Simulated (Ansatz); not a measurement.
```yaml
crystal:
  periodic: [false, false, false]
  atoms:
    - {symbol: Sn, position_ang: [0.069386, -0.049606, -1.524920]}
    - {symbol: C, position_ang: [1.588862, -0.018804, -0.031393]}
    - {symbol: H, position_ang: [1.413818, -0.970456, 0.533916]}
    - {symbol: H, position_ang: [1.445532, 0.813916, 0.691366]}
    - {symbol: H, position_ang: [2.612108, 0.054896, -0.441248]}
    - {symbol: C, position_ang: [-1.591852, 0.023169, -0.038535]}
    - {symbol: H, position_ang: [-1.487107, 0.882085, 0.522620]}
    - {symbol: H, position_ang: [-1.442801, -0.843953, 0.644014]}
    - {symbol: H, position_ang: [-2.604636, -0.012548, -0.461495]}
basis:
  gaussian: {orbitals: def2-SVPD}
magnetization: {spin_polarized: false, initial_magnetization: 2}
hamiltonian: {xc: {name: RPBE}, dispersion: d3bjatm}
scf: {lower_state_search: full}
```

```sh
$ ansatz run in.yaml --threads 4 --pin off --events-out ev --progress --plain --max-ram 3916MiB
```

Shortened log:

```
Functional definition: RPBE
1075 factors; their error is unknown
mean field evaluation 1: about -7987.1808 eV, gradient 7.2e1 eV
mean field evaluation 2: about -7941.7335 eV, gradient 1.2e2 eV
mean field evaluation 4: about -8000.3746 eV, gradient 1.5e1 eV
mean field evaluation 8: about -8001.4933 eV, gradient 1.1e-1 eV
mean field evaluation 16: about -8001.4573 eV, gradient 4.2e-4 eV
mean field evaluation 32: about -7990.6400 eV, gradient 5.7e1 eV
mean field evaluation 64: about -7879.1942 eV, gradient 1.1e2 eV
mean field evaluation 96: about -8001.4573 eV, gradient 2.8e-5 eV
mean field evaluation 128: about -8001.4573 eV, gradient 2.8e-3 eV
mean field evaluation 160: about -8001.4933 eV, gradient 6.3e-2 eV
mean field -8001.45727618 eV, -294.0481313170 hartree, gradient 4.3e-5 eV, S^2 2.000000; 7 other end points of the search recorded, 0 dependent functions left out
reference -8001.45732133 eV, -294.0481329763 hartree; 21, 19 occupied and 99, 101 virtual orbitals, 1075 factors
Total energy: -8002.55222266 eV, -294.0883698579 hartree
```

Hardware: 4 threads of Arm Neoverse V2 on a shared host. Wall time 6.5 s.

In the def2 sets Sn takes a core potential; there is no spin–orbit coupling.

With spin_polarized false and unpaired electrons the run is restricted open-shell.
